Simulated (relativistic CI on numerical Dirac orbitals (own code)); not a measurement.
# Crystal-field levels of Cu²⁺, 3d9

Calculated by Dirac-Coulomb-Breit CI, separate exchange-only KLI orbitals for each configuration, model QED (radiative potential, 1s self-energy scaled to tabulated hydrogen-like ionisation energies), valence Slater integrals scaled by 0.8, one configuration in a parametric crystal field (own radial code).

Field parameters in Wybourne normalisation: D3d B²₀ = −7Dσ, B⁴₀ = −14Dq − 21Dτ, B⁴₃ = −14√(10/7) Dq. The field is a parameter set, without covalency.

S is read from ⟨S²⟩ = S(S + 1).

Levels (cm⁻¹, degeneracy): 0 (2), 381 (2), 10529 (2), 11646 (2), 12699 (2).

Task: Which field gives this pattern?
A. D3d, 10Dq = 5650, Dσ = -830, Dτ = -20 cm⁻¹
B. D3d, 10Dq = 9200, Dσ = -1060, Dτ = 340 cm⁻¹
C. D3d, 10Dq = 25450, Dσ = -990, Dτ = -230 cm⁻¹

Result: B. D3d, 10Dq = 9200, Dσ = -1060, Dτ = 340 cm⁻¹, ground level with S = 0.50.
